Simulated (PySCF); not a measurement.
Species: C₅H₉O₂S (doublet state).
Structure used (GFN2-xTB), in Å, numbered top down from 1:
```xyz
17
C5H9O2S angstrom
O      1.809   -0.798   -1.317
S      1.290   -0.983    0.010
O      2.052   -1.796    0.924
C     -0.519   -1.589   -0.078
C     -1.242   -0.554   -0.752
C     -1.332    0.778   -0.104
C      0.060    1.450   -0.084
C      1.036    0.670    0.766
H     -0.485   -2.546   -0.585
H     -0.734   -1.703    0.982
H     -1.343   -0.607   -1.823
H     -1.685    0.684    0.927
H     -2.025    1.421   -0.648
H      0.451    1.499   -1.102
H     -0.036    2.470    0.299
H      2.020    1.130    0.798
H      0.677    0.486    1.775
```

The hyperfine couplings belong to this conformer and change with its torsions.

The species is `O=S1(=O)C[CH]CCC1` [radical].

Computed, not measured: UKS B3LYP, pcH-1 on C H O S, non-relativistic, mean-field spin-orbit, GIAO in PySCF. The structure is a single GFN2-xTB conformer in the gas phase; no vibrational or solvent corrections. The geometry wasn't refined by DFT: couplings that depend on bond lengths, twists or pyramidal angles can differ widely from those at the functional's own minimum. No stability test was run, so a lower SCF solution isn't excluded.

(1) The isotropic 13C couplings are +108.4, +66.5, -32.3, -26.4, +4.6 MHz. Assign them to C4; C5; C6; C7; C8.

(2) The isotropic 1H couplings, averaged over equivalent nuclei, are -51.6, +34.5, +27.2, +12.1, +3.5 MHz. Assign them to H9/H10; H11; H12/H13; H14/H15; H16/H17.

Results:

(1) 
```json
{"site": "C4", "a_iso (MHz)": "-32.3", "ρ(0) (bohr⁻³)": "-0.0287", "position": "1 bond from C5", "distance from C5 (Å)": "1.43", "spin population": "-0.10", "largest |T| (MHz)": "6.4"}
{"site": "C5", "a_iso (MHz)": "+108.4", "ρ(0) (bohr⁻³)": "+0.0965", "position": "largest spin population", "distance from C5 (Å)": "0.00", "spin population": "+0.93", "largest |T| (MHz)": "146.1"}
{"site": "C6", "a_iso (MHz)": "-26.4", "ρ(0) (bohr⁻³)": "-0.0235", "position": "1 bond from C5", "distance from C5 (Å)": "1.48", "spin population": "-0.07", "largest |T| (MHz)": "2.8"}
{"site": "C7", "a_iso (MHz)": "+66.5", "ρ(0) (bohr⁻³)": "+0.0591", "position": "2 bonds from C5", "distance from C5 (Å)": "2.48", "spin population": "+0.04", "largest |T| (MHz)": "11.6"}
{"site": "C8", "a_iso (MHz)": "+4.6", "ρ(0) (bohr⁻³)": "+0.0041", "position": "3 bonds from C5", "distance from C5 (Å)": "3.00", "spin population": "+0.01", "largest |T| (MHz)": "3.3"}
```

(2) 
| site | a_iso (MHz) | ρ(0) (bohr⁻³) | position | distance from C5 (Å) | bound to | spin population there | largest \|T\| (MHz) |
| --- | --- | --- | --- | --- | --- | --- | --- |
| H9/H10 | +34.5 | +0.0077 | β, 2 bonds from C5, on C4 of spin population -0.10 | 2.14 | C4 | -0.10 | 7.7 |
| H11 | -51.6 | -0.0116 | α, 1 bond from C5 | 1.08 | C5 | +0.93 | 35.3 |
| H12/H13 | +27.2 | +0.0061 | β, 2 bonds from C5 | 2.13 | C6 | -0.07 | 8.5 |
| H14/H15 | +12.1 | +0.0027 | γ, 3 bonds from C5 | 3.05 | C7 | +0.04 | 5.9 |
| H16/H17 | +3.5 | +0.0008 | 4 bonds from C5 | 3.66 | C8 | +0.01 | 2.8 |

ρ(0) is the spin density at the nucleus and T the dipolar tensor; a_iso includes a spin–orbit part; entries for several nuclei are means. Largest spin populations (Mulliken): C5 (+0.93), C4 (-0.10), S2 (+0.07) and C6 (-0.07). C5 is the only atom above +0.15. The positive populations add up to 1.21 and the negative ones to -0.21, together 2S = 1. The angles at C5 add up to 355.2°, so it is nearly planar; its axial dipolar tensor and the negative coupling of its proton fit spin in a p orbital normal to that plane.

Examples of negative spin density at the nucleus (bohr⁻³): C4 (-0.0287), C6 (-0.0235) and H11 (-0.0116).

Means are taken over nuclei equivalent by connectivity, which assumes that they swap fast. The 1H value of +34.5 MHz is a mean of couplings from 15.9 to 53.0 MHz in this one geometry, not an average over conformers. The 1H value of +12.1 MHz is a mean of couplings from -1.8 to 26.1 MHz in this one geometry, not an average over conformers.

The run took 86 s of wall time (with the writing of density and orbital grids) on one thread, Arm Neoverse V2 (aarch64), shared host, and the process peaked at 1.1 GiB of memory.
